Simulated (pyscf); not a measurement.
`[CH3][In][CH3]`, doublet

Gas-phase minimum from PySCF at ωB97X-D3(BJ)/def2-SVP, one conformer. Other isomers of [H₃C–In–CH₃]• were not searched in full and may lie lower. 

```
In
C 1 2.1965
H 2 1.0988 1 112.61
H 2 1.1027 3 109.14 1 -120.99
H 2 1.1028 3 109.12 4 -118.06
C 1 2.1966 2 117.11 3 -179.67
H 6 1.0988 1 112.59 2 -178.69
H 6 1.1027 7 109.16 1 -121.03
H 6 1.1028 7 109.10 8 -118.07
```
Charge 0, spin multiplicity 2.

Properties at ωB97X-D3(BJ)/def2-SVP:

* **Harmonic wavenumbers, unscaled**: 29, 34, 120, 459, 483, 577, 592, 629, 734, 1158, 1179, 1429, 1433, 1438, 1446, 3058, 3060, 3161, 3161, 3193, 3194 cm⁻¹
* **Zero-point energy**: 43.7 kcal/mol
* **Rotational symmetry number**: 2
* **Entropy of this conformer at 298 K and 1 atm, rigid rotor and harmonic oscillator, modes under 100 cm⁻¹ raised to 100**: 330.8 J/(mol K)
* **Dipole moment**: 0.19 D
* **Spin expectation value S2**: 0.755

Single-point totals, which compare only within one level:

```json
[
 {"level": "ωB97X-D3(BJ)/def2-TZVP", "total energy (hartree)": "-270.06508"},
 {"level": "PBE/def2-TZVP", "total energy (hartree)": "-269.82953"},
 {"level": "r²SCAN/def2-TZVP", "total energy (hartree)": "-269.96485"},
 {"level": "B3LYP-D3(BJ)/def2-TZVP", "total energy (hartree)": "-270.03340"},
 {"level": "PBE0-D3(BJ)/def2-TZVP", "total energy (hartree)": "-269.84829"},
 {"level": "M06-2X/def2-TZVP", "total energy (hartree)": "-269.83039"},
 {"level": "ωB97M-D3(BJ)/def2-TZVP", "total energy (hartree)": "-269.99188"}
]
```

The lowest mode is so soft that the shape along it may change with the basis. Soft torsions are taken as harmonic, which can shift the entropy by several J/(mol K). Elements past Kr carry the def2 core potentials, without spin-orbit coupling.
